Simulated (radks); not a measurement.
Question: Spin polarisation of the 4f6 shell in Sm+. Start: [Xe] 4f(up 3, down 3) 6s(up 0.5, down 0.5); electrons of 4f are moved from spin down to spin up, other shells keep equal spins. All-electron calculation, non-relativistic Kohn-Sham, r2SCAN, spin-polarised, spherical densities, point nucleus; meta-GGA in the generalised Kohn-Sham scheme. Program: a radial shooting solver on a logarithmic mesh with Libxc functionals. Estimate the energy gained and the exchange splitting at a moment of 5 Bohr magnetons.

Answer: At moment 5 the spin-polarisation energy is -6.069 eV and the 4f exchange splitting 4.839 eV, that is 0.968 eV per Bohr magneton; E = -I m^2/4 would give I = 0.971 eV.
